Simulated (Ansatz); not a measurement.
Isolated molecules relaxed with PBE0-D4/def2-TZVP in Ansatz; ΔE leaves out vibrations. CCSD(T)/CBS is the MP2 limit (def2-TZVPP, def2-QZVPP) plus CCSD(T) − MP2 in def2-TZVPP, frozen cores. DFT in def2-TZVPP. Elements past krypton have def2 core potentials. For In outer-core shells are correlated without core-valence functions, which leaves a few kJ/mol of doubt a bond. One conformer a species, not always the lowest.

Reaction (ligand exchange at the Si–O bond): `[F][In]([F])[O][SiH3]` + `N[SiH2]O[SiH3]` → `[SiH3]N[SiH2]O[SiH3]` + `[OH][In]([F])[F]`

Is it downhill or uphill in electronic energy at CCSD(T)/CBS, and by how much? (Estimate.)

The calculation gave: Uphill: ΔE = +41.3 kJ/mol.

What do these levels give: PBE0-D4, B2PLYP, PBE, PBE0, CCSD(T)/def2-TZVPP, MP2/def2-QZVPP? (An estimate is asked.)

Computed: PBE0-D4 34.1, B2PLYP 45.1, PBE 34.7, PBE0 39.1, CCSD(T)/def2-TZVPP 41.5, MP2/def2-QZVPP 41.8 kJ/mol.

Largest T1 diagnostic among the species: 0.018.

From PBE to PBE0 (25 % exact exchange), in def2-TZVPP and without D4, ΔE moves by +4.5 kJ/mol. In def2-TZVPP, CCSD(T) changes the Hartree–Fock value by −19.5 kJ/mol (the triples alone add −2.9 kJ/mol) and MP2 by −19.5 kJ/mol.
